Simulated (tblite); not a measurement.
Species: C₅H₆Cl₂O₂Si.
Structure used (GFN2-xTB), in Å, numbered top down from 1:
```
atom  x, y, z in Å
O1     2.5184    1.4990    1.8359
C2     1.8943    0.8551    1.1124
C3     1.1460    0.0848    0.3575
C4     1.6342   -0.8088   -0.6503
O5     0.8874   -1.5238   -1.2884
C6    -0.3578    0.2058    0.4685
Si7   -1.2305   -1.4416   -0.0700
C8    -0.8162    1.3295   -0.4245
Cl9   -0.0689    2.8959    0.0479
Cl10  -2.5726    1.4929   -0.3488
H11    2.7188   -0.8262   -0.8204
H12   -0.6323    0.4418    1.4972
H13   -1.6237   -1.4233   -1.4677
H14   -2.4692   -1.3671    0.7277
H15   -0.4920   -2.5704    0.4801
H16   -0.5437    1.1653   -1.4683
```

Computed values, GFN2-xTB/tblite, gas phase, harmonic and unscaled. Against measured fundamentals such values can be off by several per cent, at times by over 20. Modes of hydrogen on silicon can be 10 to 20 % off. One conformer, not necessarily the lowest.

Harmonic wavenumbers (cm⁻¹): 41.1, 51.5, 101.0, 117.0, 139.0, 174.4, 209.3, 252.5, 269.0, 302.4, 354.7, 376.4, 423.9, 501.4, 551.0, 574.8, 586.4, 601.7, 651.4, 714.6, 732.4, 761.1, 857.9, 897.4, 913.0, 915.1, 1061.0, 1139.9, 1172.0, 1183.6, 1221.5, 1283.8, 1313.8, 1425.4, 1667.8, 2180.9, 2247.5, 2323.4, 2369.4, 2863.8, 2949.1, 2981.5.

A = 910.5, B = 830.8, C = 498.2 MHz; mass 195.951 u (most abundant isotopes); point group C1, symmetry number 1.

**Question.** Zero-point energy?

**Answer.** Half the sum of the wavenumbers: 20727 cm⁻¹ = 59.26 kcal/mol.

**Question.** Give the ideal-gas entropy at 298.15 K and 1 bar in the rigid-rotor, harmonic-oscillator model (classical rotation).

**Answer.** Translation 41.75, rotation 31.12, vibration 36.29: S = 109.2 cal/(mol K).

**Question.** And Cp and H(298.15 K) − H(0)?

**Answer.** Cp = 43.51 cal/(mol K), of which vibrations give 35.56 (their classical limit is 42 R = 83.5); H(298.15 K) − H(0) = 8.00 kcal/mol without the zero-point energy, 5.63 from vibrations.

**Question.** How do the functions run with temperature in this model?

**Answer.** 
```tsv
T (K)	S (cal/(mol K))	Cp (cal/(mol K))	H − H(0) (kcal/mol)	G − H(0) (kcal/mol)	ln q(vib)
50	62.9	14.5	0.53	-2.61	0.74
100	75.2	21.5	1.44	-6.08	2.28
373.15	119.6	49.9	11.51	-33.13	11.11
500	135.5	58.3	18.39	-49.34	14.91
750	161.3	69.2	34.45	-86.56	21.72
1000	182.2	75.8	52.64	-129.59	27.70
```

q(vib) and H(0) count from the zero-point level.

**Question.** Which modes carry the vibrational entropy at 298.15 K?

**Answer.** 41.1 cm⁻¹: 5.21; 51.5 cm⁻¹: 4.76; 101.0 cm⁻¹: 3.43; 117.0 cm⁻¹: 3.15; 139.0 cm⁻¹: 2.82; 174.4 cm⁻¹: 2.39 cal/(mol K); the other 36 give 14.53 together.

Hindered rotation and anharmonicity are outside this model. Other conformers, if any are populated, would add a mixing term that is left out. The structure is chiral; the term R ln 2 for an equal mix with its mirror image is left out.
